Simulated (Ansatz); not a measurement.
`[SiH3][SiH](Cl)Br` at its PBE0-D4/def2-TZVP geometry, where that method's forces vanish. Total charge 0; spin multiplicity 1.

```xyz
8

Si    0.6467    0.8696    0.6075
Si   -0.4210   -0.8213   -0.5975
Cl   -1.0673   -2.2756    0.6997
Br   -2.1637    0.0559   -1.6573
H     1.1054    1.9215   -0.3363
H    -0.3262    1.4384    1.5736
H     1.8124    0.3006    1.3330
H     0.4137   -1.4892   -1.6225
```

**Question.** What forces (eV/Å) does B3LYP-D4/def2-TZVPP give on these atoms in the Gaussian-basis code of Ansatz? (Best estimate.)

**Answer.** Ansatz gave: 
```
Si1  0.068  0.092  0.065
Si2  0.268 -0.010 -0.125
Cl3 -0.070 -0.180  0.157
Br4 -0.197  0.100 -0.128
H5  -0.024 -0.061  0.067
H6   0.068 -0.032 -0.061
H7  -0.069  0.045 -0.042
H8  -0.043  0.046  0.067
```

B3LYP here is the variant with VWN-RPA as its local correlation; programs differ in this.
